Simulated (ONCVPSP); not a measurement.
Logarithmic derivatives: molybdenum (Mo), ONCV

molybdenum (Mo), optimised norm-conserving Vanderbilt (ONCV), made with ONCVPSP 4.0.1 (LDA (Perdew-Zunger), scalar-relativistic). Core [Kr], reference 4d5.5 5s0.5. Waves: 5s: rc 2.95 bohr, ncon 5, nbas 10, qcut 1.8 1/bohr, 1 projector; p scattering state at 0.2 Ha: rc 2.80 bohr, ncon 4, nbas 7, qcut 2.4 1/bohr, 2 projectors, debl 2 Ha; 4d: rc 2.05 bohr, ncon 3, nbas 8, qcut 6.5 1/bohr, 3 projectors, debl 2.9 Ha. Local part: polynomial inside 1.65 bohr (lpopt 4, dvloc0 0 Ha). Core correction: Teter function, fcfact 5.25, rcfact 1.5.

In the p channel the program set the typed energies aside and used 0.050, 2.050 Ha.

The phase is arctan(r·R′/R) of the radial function R(r), unwrapped; energies in Ha, scanned from -2 to 5 Ha. A pole is an energy at which the radial function vanishes at the test radius. The pseudo phase is shifted by a multiple of π to meet the all-electron one at the reference energy, and phase errors are pseudo minus all-electron; the curves can meet again beyond the range given. Levels narrower than the energy grid can be missing from the lists of poles.

```
channel  radius (bohr)  reference energy (Ha)  poles, all-electron      poles, pseudo  unbroken range about the reference energy with phases within 0.05 rad  phase error 1 Ha above the reference energy (rad)
      s           3.00                  -0.15           0.73, 4.15  -0.91, 0.70, 2.90                                                            -0.8 to 1.2                                             -0.014
      p           2.84                   0.05          -1.35, 1.48         1.44, 2.25                                                            -1.0 to 2.2                                             -0.010
      d           2.08                  -0.12                 0.58               0.58                                                        the whole range                                             +0.000
```

Note: ghosts flagged at negative energy: s at -25.0 eV; GHOST(+) flagged for p at 61.7 eV. A true bound ghost makes a file unfit for plane-wave use.

Phases in the s channel:

```
E (Ha)  all-electron  pseudo
 -1.98         1.350   4.482
 -1.62         1.309   4.441
 -1.26         1.245   4.370
 -0.90         1.116   1.322
 -0.54         0.717   0.730
 -0.18        -0.695  -0.695
  0.18        -1.330  -1.330
  0.54        -1.513  -1.518
  0.90        -1.617  -1.633
  1.26        -1.717  -1.782
  1.62        -1.888  -2.452
  1.98        -2.572  -4.350
  2.34        -4.152  -4.590
  2.70        -4.477  -4.678
  3.06        -4.584  -4.738
  3.42        -4.641  -4.800
  3.78        -4.680  -4.899
  4.14        -4.712  -5.212
  4.50        -4.741  -7.062
  4.86        -4.774  -7.601
```
